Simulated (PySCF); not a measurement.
Coordinates in bohr (charge 0 multiplicity 4):
```
Mo    0.0724   -0.1525   -0.2387
O     3.0990    0.3036    0.5700
O    -3.2809    0.5396    0.7557
H    -4.1832    1.3902    2.0720
```

These are results of PySCF, UPBE0, basis Mo def2-TZVP with ECP28, O def2-TZVP, H def2-TZVP (scalar-relativistic core potentials, no spin–orbit coupling, density fitting), not measurements.

This geometry of MoO(OH) is a stationary point at this level.

**Question.** What is the point group?

**Answer.** Cs.

**Question.** Is it a minimum?

**Answer.** Yes: all harmonic wavenumbers are real.

**Question.** List the harmonic modes with their infrared intensities.

**Answer.** 
```
symmetry  ω (cm⁻¹)  IR (km/mol)
      a'       174          9.0
     a''       459         85.7
      a'       555          155
      a'       714         96.3
      a'      1027          224
      a'      3938          202
```

**Question.** Give the ideal-gas entropy at 298.15 K and 1 bar by parts.

**Answer.** translation 169.6, rotation 96.0, vibration 17.0, spin 11.5; total 294.2 J/(mol K).

**Question.** What is the atomisation energy, with and without zero-point energy?

**Answer.** 1404 kJ/mol without, 1363 kJ/mol with.

Other isomers or separated fragments may lie lower. Other spin states or occupations of the open shell can lie lower.
